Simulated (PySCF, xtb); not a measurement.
Si(F)3(NH2) (F₃H₂NSi), SMILES [Si](F)(F)(N)F.

GFN2-xTB in xtb at its own geometry gives an orbital gap of 8.20 eV and a dipole moment of 3.60 D.

Geometry optimised at B3LYP-D3(BJ)/def2-SVP. The values are those of a single conformer.

Problem. What does PySCF with HF/def2-TZVP give? (Estimate from the structure and the level; the computed values follow.)

Solution. gap 15.61 eV (levels -12.56 and 3.06 eV), dipole 3.18 D.
